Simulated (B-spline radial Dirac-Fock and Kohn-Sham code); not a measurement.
**Two-hole binding energies of Os**

System: atomic osmium, configuration [Xe] 4f14 5d5 6s2 6p1 (an excited configuration).

These are calculated numbers from a radial atomic solver; the model is ΔSCF Dirac-Fock with Breit, self-energy and vacuum polarisation, finite nucleus, configuration average. U is the two-hole binding energy less the two single-hole energies, the effective repulsion of the holes after relaxation. Each two-hole energy is an average over J within one jj subconfiguration.

| holes | E(a) (eV) | E(b) (eV) | E(ab) (eV) | U (eV) |
| --- | --- | --- | --- | --- |
| 1s⁻¹ 2p1/2⁻¹ | 73883.2 | 12402.3 | 86711.5 | 426.0 |
| 1s⁻¹ 2p3/2⁻¹ | 73883.2 | 10888.4 | 85115.6 | 344.0 |
| 1s⁻¹ 3p3/2⁻¹ | 73883.2 | 2478.9 | 76466.7 | 104.6 |
| 2s⁻¹ 2p1/2⁻¹ | 12990.8 | 12402.3 | 25608.6 | 215.5 |
| 2s⁻¹ 3d3/2⁻¹ | 12990.8 | 2048.2 | 15135.8 | 96.8 |
| 2p1/2⁻¹ 3d3/2⁻¹ | 12402.3 | 2048.2 | 14546.0 | 95.5 |
| 3p1/2⁻² | 2813.0 | 2813.0 | 5695.8 | 69.8 |
| 3d3/2⁻¹ 3d5/2⁻¹ | 2048.2 | 1977.3 | 4097.1 | 71.6 |
| 3d5/2⁻² | 1977.3 | 1977.3 | 4024.1 | 69.6 |
| 4d3/2⁻¹ 4d5/2⁻¹ | 310.9 | 296.4 | 633.2 | 26.0 |
| 4d5/2⁻² | 296.4 | 296.4 | 618.1 | 25.4 |
| 4f5/2⁻² | 66.74 | 66.74 | ? | ? |
| 4f7/2⁻² | 64.06 | 64.06 | 151.8 | 23.7 |
| 5p3/2⁻² | 59.59 | 59.59 | 133.0 | 13.8 |

**Question.** Give the missing two-hole energy and U.

**Answer.** E(ab) = 157.1 eV and U = 23.6 eV.
